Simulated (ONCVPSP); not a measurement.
## What one change does to a pseudopotential (F, ONCV)

```json
{
  "Element": "F (Z = 9)",
  "Generator": "ONCVPSP 4.0.1",
  "Type": "optimised norm-conserving Vanderbilt (ONCV)",
  "Functional": "PBE",
  "Relativity": "scalar-relativistic",
  "Frozen core": "[He]",
  "Valence charge": "7",
  "Reference configuration": "2s2 2p2 (charge +3)",
  "Partial waves": "2s: rc 0.75 bohr, ncon 4, nbas 8, qcut 9.4 1/bohr, 2 projectors, debl 1.9 Ha; 2p: rc 1.45 bohr, ncon 4, nbas 8, qcut 11.4 1/bohr, 2 projectors, debl 2.1 Ha; d scattering state at 0.22 Ha: rc 1.55 bohr, ncon 4, nbas 8, qcut 5.7 1/bohr, 2 projectors, debl 3.9 Ha",
  "Local potential": "polynomial inside 0.65 bohr (lpopt 2, dvloc0 0 Ha)",
  "Core correction": "polynomial model core, fcfact 0.2"
}
```

In the s channel the program set the typed energies aside and used -3.352, 0.250 Ha. In the p channel the program set the typed energies aside and used -2.674, 0.250 Ha. In the d channel the program set the typed energies aside and used 0.050, 3.950 Ha.

Change: s: nproj 1. In the p channel the program set the typed energies aside and used -2.674, 0.250 Ha. In the d channel the program set the typed energies aside and used 0.050, 3.950 Ha.

Cutoffs: the cutoffs (Ha) at which the residual kinetic energy of the hardest occupied pseudo-wave falls to 1 and 0.1 mHa per electron; they do not see the model core or the augmentation charge, which bear on the density cutoff. Errors are all-electron minus pseudo energies relative to the spin-unpolarised reference configuration.

Q: Predict the effect on cutoff, ghosts and configuration errors.

A: The potential gets neither clearly harder nor softer (87 Ha and 285 Ha → 87 Ha and 285 Ha); the errors of the 4 common tests hardly move; neither file shows a bound ghost.

| quantity | base | changed |
| --- | --- | --- |
| cutoff, loose | 87 Ha | 87 Ha |
| cutoff, tight | 285 Ha | 285 Ha |
| bound ghosts | none | none |
| GHOST(+) flags under 300 eV | none | none |
| error for 2s2 2p5, meV [ΔE -118.41 eV] | +903 | +922 |
| error for 2s2 2p4, meV [ΔE -99.02 eV] | +601 | +612 |
| error for 2s2 2p3, meV [ΔE -60.64 eV] | +215 | +219 |
| error for 2s2 2p1, meV [ΔE 85.80 eV] | +381 | +389 |
| s: phases at 0.76 bohr within 0.05 rad from the reference energy up to (Ha; the scan ends near 5) | to the end of the scan | to the end of the scan |
| p: phases at 1.47 bohr within 0.05 rad from the reference energy up to (Ha; the scan ends near 5) | to the end of the scan | to the end of the scan |
| d: phases at 1.57 bohr within 0.05 rad from the reference energy up to (Ha; the scan ends near 5) | 5.0 | 5.0 |
| rms error of d²Exc/dni dnj with the model core, mHa | 4.76 | 4.76 |
